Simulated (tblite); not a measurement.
Record of a relaxation.

Species: C6H3N2SSi (doublet state).
Bonds: N1–C2 (triple), C2–C3, C3–C4 (aromatic), C4–C5 (aromatic), C5–Si6, C5–S7 (aromatic), S7–C8 (aromatic), C8–C9, C9–N10 (triple), C3–C8 (aromatic). Hydrogens: H11, H12, H13 on Si6.
Bond orders are those of one Lewis drawing.

Computed with GFN2-xTB (tblite), gas phase: L-BFGS steps from a force-field or distance-geometry start until the largest atomic force falls under 0.01 eV/Å. 11 of its 34 geometries are shown.

Step 0: E = -679.9221 eV, largest atomic force 2.542 eV/Å
```
atom  x, y, z in Å  |  force x, y, z in eV/Å
N1     -3.352    2.068   -0.545   -0.028   0.072  -0.041
C2     -2.430    1.411   -0.385    1.012  -0.890   0.288
C3     -1.264    0.583   -0.164   -0.803   2.146  -0.533
C4      0.058    1.081   -0.222    0.663  -2.385   0.580
C5      1.011    0.104    0.024   -1.131   2.059  -0.532
Si6     2.865    0.163    0.074    1.291   0.371   0.152
S7      0.264   -1.416    0.287    0.117  -0.875   0.213
C8     -1.306   -0.761    0.104   -1.567  -1.128   0.128
C9     -2.486   -1.570    0.215   -0.937  -0.504   0.102
N10    -3.454   -2.214    0.310    2.095   1.344  -0.206
H11     3.339   -0.263    1.416   -0.245   0.052  -0.332
H12     3.322    1.549   -0.181   -0.262  -0.324   0.048
H13     3.429   -0.734   -0.952   -0.206   0.063   0.133
```

Step 3: E = -680.1574 eV, largest atomic force 0.846 eV/Å
```
atom  x, y, z in Å  |  force x, y, z in eV/Å
N1     -3.342    2.062   -0.544   -0.317   0.240  -0.074
C2     -2.422    1.404   -0.381    0.480  -0.340   0.122
C3     -1.277    0.605   -0.171   -0.371   0.085  -0.063
C4      0.049    1.040   -0.212    0.524  -0.619   0.183
C5      1.015    0.135    0.015   -0.351   0.328  -0.123
Si6     2.894    0.173    0.077    0.344   0.105   0.006
S7      0.259   -1.438    0.293   -0.173   0.003   0.022
C8     -1.333   -0.762    0.102   -0.110  -0.148  -0.003
C9     -2.480   -1.562    0.215   -0.454  -0.147   0.029
N10    -3.435   -2.204    0.308    0.726   0.429  -0.066
H11     3.332   -0.262    1.408   -0.117  -0.017  -0.055
H12     3.316    1.543   -0.180   -0.062   0.082  -0.019
H13     3.422   -0.733   -0.948   -0.119  -0.002   0.040
```

Step 7: E = -680.1784 eV, largest atomic force 0.130 eV/Å
```
atom  x, y, z in Å  |  force x, y, z in eV/Å
N1     -3.341    2.063   -0.545    0.052  -0.018   0.001
C2     -2.419    1.402   -0.379   -0.056   0.053  -0.003
C3     -1.284    0.602   -0.173    0.044   0.031  -0.007
C4      0.053    1.021   -0.205    0.071  -0.023   0.018
C5      1.020    0.137    0.013    0.004  -0.117   0.008
Si6     2.908    0.180    0.077    0.012   0.056  -0.016
S7      0.248   -1.444    0.295    0.008  -0.057   0.026
C8     -1.336   -0.762    0.100    0.035  -0.011  -0.009
C9     -2.479   -1.552    0.214   -0.085   0.004  -0.002
N10    -3.423   -2.199    0.308    0.050   0.008  -0.001
H11     3.324   -0.264    1.406   -0.058  -0.023   0.025
H12     3.312    1.551   -0.182   -0.020   0.126  -0.025
H13     3.414   -0.734   -0.946   -0.057  -0.029  -0.014
```

Step 10: E = -680.1837 eV, largest atomic force 0.078 eV/Å
```
atom  x, y, z in Å  |  force x, y, z in eV/Å
N1     -3.339    2.065   -0.546    0.068  -0.036   0.015
C2     -2.418    1.405   -0.377    0.061   0.013  -0.013
C3     -1.279    0.604   -0.174    0.037   0.027   0.011
C4      0.063    1.010   -0.201    0.047   0.003  -0.013
C5      1.025    0.118    0.013   -0.030   0.000   0.014
Si6     2.915    0.192    0.074   -0.051   0.012   0.001
S7      0.244   -1.455    0.300    0.010  -0.022  -0.003
C8     -1.334   -0.761    0.098   -0.041  -0.001   0.009
C9     -2.483   -1.543    0.212    0.004  -0.039  -0.003
N10    -3.418   -2.201    0.308   -0.015   0.009   0.002
H11     3.311   -0.267    1.408   -0.024   0.029  -0.031
H12     3.306    1.573   -0.186   -0.047  -0.024   0.004
H13     3.402   -0.738   -0.948   -0.018   0.030   0.008
```

Step 13: E = -680.1856 eV, largest atomic force 0.075 eV/Å
```
atom  x, y, z in Å  |  force x, y, z in eV/Å
N1     -3.331    2.062   -0.545   -0.018   0.036  -0.009
C2     -2.407    1.407   -0.378    0.073  -0.014   0.007
C3     -1.271    0.606   -0.172   -0.004  -0.067   0.006
C4      0.071    1.008   -0.201   -0.049  -0.012   0.001
C5      1.024    0.110    0.016    0.045  -0.008   0.009
Si6     2.909    0.197    0.073    0.007  -0.028  -0.004
S7      0.243   -1.462    0.301   -0.060   0.025  -0.012
C8     -1.336   -0.760    0.098    0.042  -0.002   0.008
C9     -2.484   -1.544    0.211    0.034   0.034  -0.003
N10    -3.420   -2.201    0.309   -0.023  -0.008  -0.001
H11     3.304   -0.264    1.405    0.000   0.027   0.000
H12     3.297    1.578   -0.188   -0.046  -0.014   0.001
H13     3.395   -0.735   -0.947   -0.001   0.031  -0.003
```

Step 16: E = -680.1864 eV, largest atomic force 0.050 eV/Å
```
atom  x, y, z in Å  |  force x, y, z in eV/Å
N1     -3.325    2.063   -0.545    0.031   0.020  -0.004
C2     -2.399    1.409   -0.378   -0.038   0.010   0.000
C3     -1.268    0.602   -0.172   -0.010   0.013  -0.009
C4      0.073    1.004   -0.201    0.012  -0.010   0.007
C5      1.026    0.106    0.018   -0.022  -0.006  -0.002
Si6     2.908    0.197    0.072    0.006  -0.008   0.006
S7      0.240   -1.464    0.301    0.043  -0.024   0.007
C8     -1.335   -0.762    0.099   -0.012  -0.017   0.001
C9     -2.484   -1.543    0.211   -0.024  -0.009   0.008
N10    -3.421   -2.200    0.308    0.004   0.013  -0.006
H11     3.300   -0.260    1.404    0.020   0.012   0.030
H12     3.288    1.579   -0.188   -0.033   0.007  -0.004
H13     3.392   -0.730   -0.948    0.023  -0.002  -0.033
```

Step 20: E = -680.1881 eV, largest atomic force 0.038 eV/Å
```
atom  x, y, z in Å  |  force x, y, z in eV/Å
N1     -3.305    2.078   -0.547    0.016   0.028  -0.002
C2     -2.389    1.412   -0.378   -0.026  -0.028  -0.004
C3     -1.265    0.595   -0.172    0.005   0.018   0.018
C4      0.076    0.994   -0.198    0.020  -0.004  -0.004
C5      1.026    0.093    0.021    0.010  -0.010  -0.006
Si6     2.907    0.192    0.073    0.003   0.020   0.000
S7      0.242   -1.475    0.303   -0.027  -0.011   0.008
C8     -1.333   -0.769    0.102   -0.023   0.009  -0.011
C9     -2.487   -1.542    0.212    0.006  -0.037   0.000
N10    -3.426   -2.196    0.306   -0.028   0.003   0.002
H11     3.301   -0.245    1.413    0.025  -0.002  -0.029
H12     3.253    1.584   -0.191    0.001   0.005  -0.002
H13     3.395   -0.720   -0.962    0.019   0.010   0.029
```

Step 23: E = -680.1889 eV, largest atomic force 0.046 eV/Å
```
atom  x, y, z in Å  |  force x, y, z in eV/Å
N1     -3.295    2.088   -0.549   -0.004   0.007  -0.005
C2     -2.388    1.409   -0.378    0.034   0.017   0.006
C3     -1.263    0.594   -0.170   -0.015  -0.044   0.001
C4      0.080    0.990   -0.197   -0.043  -0.015   0.003
C5      1.027    0.086    0.021    0.001  -0.019   0.002
Si6     2.907    0.193    0.073    0.000   0.008  -0.009
S7      0.239   -1.481    0.305   -0.038   0.019  -0.004
C8     -1.335   -0.771    0.101    0.016  -0.012   0.008
C9     -2.489   -1.547    0.213   -0.005   0.021  -0.011
N10    -3.433   -2.194    0.305   -0.005  -0.005   0.004
H11     3.307   -0.240    1.413    0.026  -0.007  -0.021
H12     3.238    1.587   -0.192    0.013   0.023  -0.004
H13     3.400   -0.714   -0.964    0.021   0.007   0.031
```

Step 26: E = -680.1900 eV, largest atomic force 0.082 eV/Å
```
atom  x, y, z in Å  |  force x, y, z in eV/Å
N1     -3.278    2.104   -0.552    0.017  -0.027   0.002
C2     -2.382    1.410   -0.378    0.008   0.050   0.002
C3     -1.265    0.586   -0.167   -0.011   0.013  -0.025
C4      0.080    0.978   -0.195    0.005  -0.006   0.005
C5      1.027    0.073    0.022   -0.042   0.017   0.005
Si6     2.907    0.197    0.072   -0.029   0.024   0.002
S7      0.231   -1.489    0.308    0.069  -0.045   0.004
C8     -1.339   -0.777    0.102   -0.029  -0.023   0.011
C9     -2.493   -1.551    0.212   -0.053   0.013   0.002
N10    -3.442   -2.191    0.304    0.005  -0.009  -0.001
H11     3.319   -0.232    1.408    0.019  -0.005  -0.004
H12     3.219    1.596   -0.195    0.013   0.010   0.000
H13     3.412   -0.705   -0.961    0.025  -0.013  -0.003
```

Step 30: E = -680.1908 eV, largest atomic force 0.014 eV/Å
```
atom  x, y, z in Å  |  force x, y, z in eV/Å
N1     -3.265    2.115   -0.554   -0.004   0.001   0.001
C2     -2.375    1.415   -0.377    0.000  -0.006  -0.002
C3     -1.266    0.580   -0.167    0.004  -0.004  -0.002
C4      0.079    0.970   -0.193    0.003   0.000   0.000
C5      1.024    0.064    0.024    0.011   0.001   0.009
Si6     2.904    0.202    0.071    0.009  -0.003  -0.002
S7      0.229   -1.499    0.309   -0.009   0.003  -0.006
C8     -1.343   -0.784    0.104   -0.001   0.001  -0.002
C9     -2.501   -1.552    0.212   -0.007   0.005   0.009
N10    -3.451   -2.190    0.304   -0.007  -0.006  -0.003
H11     3.331   -0.227    1.403   -0.002   0.006  -0.003
H12     3.206    1.604   -0.197    0.003  -0.003   0.002
H13     3.424   -0.698   -0.958    0.000   0.005   0.000
```

Step 33: E = -680.1909 eV, largest atomic force 0.007 eV/Å
```
atom  x, y, z in Å  |  force x, y, z in eV/Å
N1     -3.264    2.116   -0.554    0.001  -0.005   0.002
C2     -2.375    1.415   -0.378    0.003  -0.001  -0.002
C3     -1.266    0.580   -0.167   -0.001   0.000   0.000
C4      0.079    0.969   -0.193   -0.003  -0.002   0.001
C5      1.025    0.064    0.025   -0.005  -0.005   0.001
Si6     2.905    0.203    0.071   -0.001   0.000   0.000
S7      0.228   -1.499    0.309   -0.005   0.002  -0.002
C8     -1.343   -0.784    0.104   -0.002   0.002   0.001
C9     -2.503   -1.552    0.213    0.001   0.001  -0.001
N10    -3.452   -2.191    0.304    0.001   0.003   0.000
H11     3.332   -0.226    1.403    0.003   0.002   0.005
H12     3.205    1.604   -0.197    0.005   0.003   0.000
H13     3.425   -0.697   -0.958    0.003   0.000  -0.006
```

Q: Summarise the path.

A: The energy falls by 0.2688 eV from step 0 to step 33; nine tenths of that is first reached at step 4. It rises by more than 0.2 meV at step 5. The largest force goes from 2.542 to 0.007 eV/Å. Among the bonds C5–S7 changes most, from 1.713 to 1.777 Å; the atoms move by 0.070 Å rms after alignment.

Q: Follow the three bonds and two angles with the largest change from start to end.

A: 
| step | E above end (eV) | largest force (eV/Å) | C5–S7 (Å) | C4–C5 (Å) | C2–C3 (Å) | C3–C4–C5 (°) | H11–Si6–H12 (°) |
| --- | --- | --- | --- | --- | --- | --- | --- |
| 0 | 0.2688 | 2.542 | 1.713 | 1.387 | 1.448 | 112.8 | 109.0 |
| 1 | 0.1640 | 5.220 | 1.745 | 1.322 | 1.400 | 116.7 | 109.9 |
| 3 | 0.0335 | 0.846 | 1.767 | 1.343 | 1.412 | 117.9 | 110.7 |
| 4 | 0.0211 | 0.616 | 1.772 | 1.329 | 1.403 | 118.5 | 111.0 |
| 6 | 0.0142 | 0.166 | 1.780 | 1.327 | 1.404 | 119.4 | 111.5 |
| 7 | 0.0125 | 0.130 | 1.781 | 1.328 | 1.404 | 119.5 | 111.7 |
| 9 | 0.0083 | 0.149 | 1.782 | 1.329 | 1.406 | 119.8 | 112.5 |
| 10 | 0.0072 | 0.078 | 1.780 | 1.329 | 1.407 | 119.7 | 112.7 |
| 11 | 0.0066 | 0.102 | 1.779 | 1.328 | 1.407 | 119.6 | 112.8 |
| 13 | 0.0053 | 0.075 | 1.778 | 1.327 | 1.405 | 119.3 | 112.9 |
| 14 | 0.0049 | 0.046 | 1.778 | 1.327 | 1.404 | 119.3 | 112.9 |
| 16 | 0.0044 | 0.050 | 1.778 | 1.328 | 1.404 | 119.3 | 112.9 |
| 17 | 0.0041 | 0.074 | 1.778 | 1.328 | 1.404 | 119.3 | 112.9 |
| 19 | 0.0031 | 0.058 | 1.776 | 1.328 | 1.404 | 119.3 | 112.8 |
| 20 | 0.0027 | 0.038 | 1.776 | 1.327 | 1.404 | 119.3 | 112.8 |
| 22 | 0.0022 | 0.061 | 1.776 | 1.327 | 1.405 | 119.2 | 112.8 |
| 23 | 0.0019 | 0.046 | 1.777 | 1.327 | 1.405 | 119.3 | 112.8 |
| 24 | 0.0016 | 0.052 | 1.777 | 1.328 | 1.405 | 119.3 | 112.9 |
| 26 | 0.0009 | 0.082 | 1.776 | 1.328 | 1.405 | 119.4 | 112.9 |
| 27 | 0.0005 | 0.087 | 1.776 | 1.328 | 1.404 | 119.4 | 112.9 |
| 29 | 0.0001 | 0.020 | 1.776 | 1.328 | 1.404 | 119.4 | 112.9 |
| 30 | 0.0000 | 0.014 | 1.777 | 1.328 | 1.404 | 119.4 | 112.9 |
| 32 | 0.0000 | 0.013 | 1.777 | 1.328 | 1.405 | 119.4 | 112.9 |
| 33 | 0.0000 | 0.007 | 1.777 | 1.328 | 1.405 | 119.4 | 112.9 |

The cost below is that of the whole relaxation. On an Intel Xeon at 2.50 GHz with one thread, shared host with 64 logical CPUs at a one-minute load of 62, this took 0.9 s wall.
